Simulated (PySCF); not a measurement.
C3H9Ge, SMILES [CH3][Ge]([CH3])[CH3] (connectivity only; charge and spin as stated), charge +1, multiplicity 1.

Geometry: PBE-D3(BJ)/def2-SVP. The multiplicity is an assumed one; no other spin state was optimised. The isomer is the one that the SMILES or the coordinates give; other isomers of the formula were not compared.

Computed with M06-2X/def2-TZVP run with PySCF.

Computed frontier levels, gap, dipole moment and polarisability:
```json
{
 "highest_occupied_level": "-15.35 eV",
 "lowest_empty_level": "-6.75 eV",
 "orbital_gap": "8.60 eV",
 "dipole_moment_about_the_centre_of_nuclear_charge": "0.00 D",
 "mean_static_polarisability": "60.0 bohr³ (8.89 Å³)",
 "polarisability_principal_values": "46.0, 66.9, 67.0 bohr³"
}
```
